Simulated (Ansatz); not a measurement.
Frontier orbitals of C2H7AlGe (`[CH3][GeH]1[CH2][AlH]1`).

The species carries charge 0 and has multiplicity 1. Correlated methods include outer-core shells of Ge, which these sets cover unevenly. Scalar relativity is left out up to krypton. Geometry: relaxed with PBE0-D4/def2-TZVP. Basis def2-TZVPP, the Gaussian-basis code of Ansatz.

```tsv
functional	HOMO (eV)	LUMO (eV)
HF	-7.96	0.97
```

Give HOMO and LUMO (eV) with LDA (SPW92), PBE, revPBE, BLYP, r2SCAN, B97M-V, PBE0, B3LYP, r2SCANh, r2SCAN0, HSE06 (plane-wave form), BHLYP, CAM-B3LYP, LC-ωPBE, ωB97X-V, ωB97M-V. (Best estimate.)

Ansatz gave: 
| functional | HOMO | LUMO |
| --- | --- | --- |
| LDA (SPW92) | -5.03 | -2.71 |
| PBE | -4.92 | -2.50 |
| revPBE | -4.88 | -2.40 |
| BLYP | -4.78 | -2.37 |
| r2SCAN | -5.11 | -2.25 |
| B97M-V | -5.13 | -2.39 |
| PBE0 | -5.87 | -1.75 |
| B3LYP | -5.70 | -1.93 |
| r2SCANh | -5.46 | -2.00 |
| r2SCAN0 | -5.98 | -1.62 |
| HSE06 (plane-wave form) | -5.48 | -2.12 |
| BHLYP | -6.70 | -0.96 |
| CAM-B3LYP | -7.06 | -0.79 |
| LC-ωPBE | -8.27 | 0.27 |
| ωB97X-V | -7.99 | 0.14 |
| ωB97M-V | -7.82 | -0.13 |

B3LYP here is the variant with VWN-RPA as its local correlation; programs differ in this. LC-ωPBE has ω = 0.4 bohr⁻¹.
